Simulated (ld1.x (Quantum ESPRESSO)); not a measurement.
# What the settings do to the ultrasoft potential of ruthenium (Ru)

Base potential:

ld1.x (Quantum ESPRESSO) 7.5 input, shortened:

```
&input
   title='Ru', zed=44., rel=1, dft='PBESOL', iswitch=3,
   config='[Kr] 4d7 5s1 5p0'
 /
 &inputp
   pseudotype=3, tm=.true., lloc=-1, rcloc=1.50,
   nlcc=.true., new_core_ps=.true., rcore=1.25
 /
6
5S  1  0   1.00   0.00  2.80  3.20  0.0
5S  1  0   0.00   1.25  2.80  3.20  0.0
4P  2  1   6.00   0.00  1.50  1.65  0.0
5P  3  1   0.00   0.00  1.50  1.65  0.0
4D  3  2   7.00   0.00  1.30  1.80  0.0
4D  3  2   0.00   0.05  1.30  1.80  0.0
 &test
   configts(1)='4p6 4d7 5s1 5p0'
 /
```

All-electron outer shells of the reference configuration (PBEsol, scalar-relativistic, ld1.x):

| shell | level (eV) | outermost node (bohr) | outermost maximum (bohr) |
| --- | --- | --- | --- |
| 3d | -273.13 | – | 0.30 |
| 4s | -76.31 | 0.48 | 0.92 |
| 4p | -46.38 | 0.49 | 0.98 |
| 4d | -5.22 | 0.48 | 1.21 |
| 5s | -4.27 | 1.24 | 2.73 |
| 5p | -0.87 | 1.41 | 3.87 |

Cutoffs, loose and tight: the cutoffs (Ry, on a coarse ladder) from which the occupation-weighted sum of valence levels, in a spherical-Bessel basis at the reference potential, stays within 10 and 1 mRy of its value at 400 Ry. They do not see the model core or the augmentation charge, which bear on the density cutoff. Test errors are all-electron minus pseudo excitation energies from the reference, over the configurations 4p6 4d7 5s0 5p0; 4p6 4d6 5s0 5p0; 4p6 4d5 5s0 5p0; 4p6 4d6 5s1 5p0; 4p5 4d7 5s1 5p0; 4p6 4d8 5s0 5p0; 4p6 4d7 5s0 5p1. A dash means not determined; rows that change the core or the reference have their own tests. The largest error is taken over the tests solved by every variant that gives reliable tests at all: 4p6 4d5 5s0 5p0; 4p6 4d6 5s0 5p0; 4p6 4d7 5s0 5p0.

Cutoffs are not given where the Bessel-basis levels miss the radial ones by over 6 mRy, ghosts where they miss by over 20 mRy; a channel whose overlap is not positive is not tested.

A file whose overlap is not positive is unfit for use, and its test errors describe a broken file.

```csv
change,outcome,bound ghosts,largest test error (meV)
base,"generated, overlap not positive",not determined (overlap not positive),+73
"wave 5s channel at 1.25 Ry: rcut 2.80, rcutus 3.20 bohr becomes 5s channel at -0.17 Ry: rcut 2.80, rcutus 3.20 bohr","generated, overlap not positive",not determined (overlap not positive),+74
"wave 5s channel at 1.25 Ry: rcut 2.80, rcutus 3.20 bohr becomes 5s channel at -0.01 Ry: rcut 2.80, rcutus 3.20 bohr","generated, overlap not positive",not determined (overlap not positive),+73
"wave 5s channel at 1.25 Ry: rcut 2.80, rcutus 3.20 bohr becomes 5s channel at 0.1 Ry: rcut 2.80, rcutus 3.20 bohr","generated, overlap not positive",not determined (overlap not positive),+74
"wave 5s channel at 1.25 Ry: rcut 2.80, rcutus 3.20 bohr becomes 5s channel at 0.52 Ry: rcut 2.80, rcutus 3.20 bohr","generated, overlap not positive",not determined (overlap not positive),+73
"wave 5s channel at 1.25 Ry: rcut 2.80, rcutus 3.20 bohr becomes 5s channel at 1.58 Ry: rcut 2.80, rcutus 3.20 bohr","generated, overlap not positive",not determined (overlap not positive),+74
"wave 5s channel at 1.25 Ry: rcut 2.80, rcutus 3.20 bohr becomes 5s channel at 2.63 Ry: rcut 2.80, rcutus 3.20 bohr","generated, overlap not positive",not determined (overlap not positive),+74
"wave 5s channel at 1.25 Ry: rcut 2.80, rcutus 3.20 bohr becomes 5s channel at 4.94 Ry: rcut 2.80, rcutus 3.20 bohr","generated, overlap not positive",not determined (overlap not positive),+73
```
